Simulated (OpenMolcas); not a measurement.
Ru5+: moving or changing the point charges

Ru5+ among 6 point charges of -1 e arranged as a tetragonal octahedron (D4h), 2.04 Å from the ion, with the axial distance 1.958 Å.
```
   2.0400    0.0000    0.0000  -1.00
   0.0000    2.0400    0.0000  -1.00
  -2.0400    0.0000    0.0000  -1.00
   0.0000   -2.0400    0.0000  -1.00
   0.0000    0.0000    1.9584  -1.00
   0.0000    0.0000   -1.9584  -1.00
```

- Program: OpenMolcas 26.06
- Method: SS-CASPT2, IPEA 0.25 Eh, imaginary shift 0.1 Eh (closed shells correlated: 4s 4p)
- Basis: ANO-RCC-VDZP [6s5p3d1f]
- Scalar Hamiltonian: DKH2, point nucleus
- Active space: 3 electrons in 5 orbitals (4d)
- State averaging: 2S+1 = 4 even, 10 roots; 2S+1 = 2 even, 40 roots
- Spin-orbit coupling: RASSI with atomic mean-field integrals over the reference wave functions

Runs around this geometry, states (labels of D4, the rotations of D4h). Energies in cm-1 above the lowest state or level, χT in cm3 K/mol.

| R (Å) | q (e) | Axial / equatorial distance | Ground state | First state of that spin | First gap with spin-orbit (degeneracies) | χT at 300 K | First state of another spin |
| --- | --- | --- | --- | --- | --- | --- | --- |
| 2.04 | -1 | 0.88 | 4B1 | 4B2 2990 | 170 (2, 2) | 0.520 | 2B1 16160 |
| 2.04 | -0.5 | 0.96 | 4B1 | 4E 1170 | 27 (2, 2) | 0.218 | 2A1 15600 |
| 1.92 | -1 | 0.96 | 4B1 | 4B2 3970 | 47 (2, 2) | 0.671 | 2B1 16430 |
| 2.04 | -1 | 0.96 | 4B1 | 4E 2600 | 17 (2, 2) | 0.442 | 2B1 16220 |
| 2.27 | -1 | 0.96 | 4B1 | 4E 1680 | 63 (2, 2) | 0.262 | 2A1 15750 |

Scaling the charges by -0.5 / -1 = 0.50 scales the first state of the same spin by 1170 / 2600 = 0.45; with fixed orbitals a first-order splitting would follow the charge.

Free-ion shares, where given, are those of the reference states; single-state CASPT2 does not remix them. Spin-orbit coupling mixes the spin-free states strongly: the lowest level takes only 40 % from its leading state, 4B1 (figures for R = 2.04, q = -0.5, ratio = 0.96; the like holds for R = 2.04, q = -1, ratio = 0.96, R = 2.27, q = -1, ratio = 0.96). The ground term spreads over less than 5000 cm-1, several times less than with real ligands, so orbital moments are less quenched and χT lies further from the spin-only value than at real sites (holds for R = 2.04, q = -0.5, ratio = 0.96; R = 2.27, q = -1, ratio = 0.96). This is an electrostatic model: the charges have no orbitals. No measured value stands beside these numbers.
